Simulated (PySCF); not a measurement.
C3H7FSi, SMILES FC1C[SiH2]C1.

Geometry optimised at ωB97X-D3(BJ)/def2-SVP. The structure was generated by enumeration, and PubChem lists no compound with its InChIKey, so it may never have been made.

All values below come from PySCF with PBE/def2-TZVP.

Symmetry labels are those of the subgroup Cs that the program uses (full group Cs).

Computed valence orbital energies around the gap with their symmetry:
```csv
orbital,symmetry,energy (eV)
HOMO−7,A",-10.59
HOMO−6,A',-9.81
HOMO−5,A",-9.71
HOMO−4,A',-8.68
HOMO−3,A',-8.11
HOMO−2,A",-7.71
HOMO−1,A",-7.14
HOMO,A',-7.06
LUMO,A",-0.57
LUMO+1,A',0.10
LUMO+2,A',0.24
LUMO+3,A',0.87
```
